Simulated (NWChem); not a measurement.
System meant: MgSiH₃F; SMILES [F][Mg][SiH3]

NWChem input:

```
start job
memory heap 200 mb stack 900 mb global 1100 mb
geometry units angstroms noautosym nocenter noautoz
  Mg    -0.012953     0.855666    -0.000178
  F      0.134951     2.594164     0.000202
  Si    -0.230492    -1.700667    -0.000737
  H      0.403898    -2.328339    -1.199199
  H     -1.654331    -2.153832     0.005093
  H      0.414100    -2.329663     1.191568
end
basis spherical
  Mg library 6-31g*
  F library 6-31g*
  Si library 6-31g*
  H library 6-31g*
end
dft
  xc m06-l
  iterations 150
end
property
  shielding 4 1 2 3 4
end
task dft property
```

End of the output:

```
 Vector   22  Occ=0.000000D+00  E=-2.966751D-02
              MO Center= -1.2D-01,  6.1D-02,  3.7D-03, r^2= 5.4D+00
   Bfn.  Coefficient  Atom+Function         Bfn.  Coefficient  Atom+Function
  ----- ------------  ---------------      ----- ------------  ---------------
    13      0.459866  1 Mg pz                 9      0.402357  1 Mg pz
    52      0.391568  4 H  s                 56     -0.371991  6 H  s
    45      0.350154  3 Si pz                15     -0.152511  1 Mg d -1
    41      0.150478  3 Si pz                 5     -0.140090  1 Mg pz
    23     -0.110199  2 F  pz                47      0.090535  3 Si d -1

 center of mass
 --------------
 x =  -0.12868679 y =   0.39242267 z =  -0.00060302

 moments of inertia (a.u.)
 ------------------
         862.874939641810         -71.668152903712          -0.015612039060
         -71.668152903712          26.672336291941          -0.184025369245
          -0.015612039060          -0.184025369245         868.975723971868

     Multipole analysis of the density
     ---------------------------------

     L   x y z        total         alpha         beta         nuclear
     -   - - -        -----         -----         ----         -------
     0   0 0 0     -0.000000    -19.000000    -19.000000     38.000000

     1   1 0 0     -0.023143      2.826890      2.826890     -5.676922
     1   0 1 0     -0.272645     -2.965522     -2.965522      5.658399
     1   0 0 1     -0.000063      0.012416      0.012416     -0.024895

     2   2 0 0    -20.906979    -17.561898    -17.561898     14.216816
     2   1 1 0     -1.076962    -18.686009    -18.686009     36.295055
     2   1 0 1     -0.000235     -0.006010     -0.006010      0.011784
     2   0 2 0    -34.005665   -240.787851   -240.787851    447.570037
     2   0 1 1     -0.002642     -0.047131     -0.047131      0.091621
     2   0 0 2    -20.819241    -15.512577    -15.512577     10.205912

          -----------------------------------------
          Chemical Shielding Tensors (GIAO, in ppm)
          -----------------------------------------

 ------------------------------------------------------------------------
  xm06: d2 not coded                    0
 ------------------------------------------------------------------------
 ------------------------------------------------------------------------
  current input line :
    24: task dft property
 ------------------------------------------------------------------------
 ------------------------------------------------------------------------
 This error has not yet been assigned to a category
 ------------------------------------------------------------------------
 For more information see the NWChem manual at https://nwchemgit.github.io

0: xm06: d2 not coded:Received an Error in Communication
```

### Question
What is wrong, and how is it mended?

### Answer
The run crashed. Cause: this functional's second derivatives, which shieldings need, aren't coded here; the fix takes a hybrid GGA instead. This input runs:
```
start job
memory heap 200 mb stack 900 mb global 1100 mb
geometry units angstroms noautosym nocenter noautoz
  Mg    -0.012953     0.855666    -0.000178
  F      0.134951     2.594164     0.000202
  Si    -0.230492    -1.700667    -0.000737
  H      0.403898    -2.328339    -1.199199
  H     -1.654331    -2.153832     0.005093
  H      0.414100    -2.329663     1.191568
end
basis spherical
  Mg library 6-31g*
  F library 6-31g*
  Si library 6-31g*
  H library 6-31g*
end
dft
  xc pbe0
  iterations 150
end
property
  shielding 4 1 2 3 4
end
task dft property
```
It converges to -590.90731 Ha (PBE0/6-31G* (spherical d), GIAO).
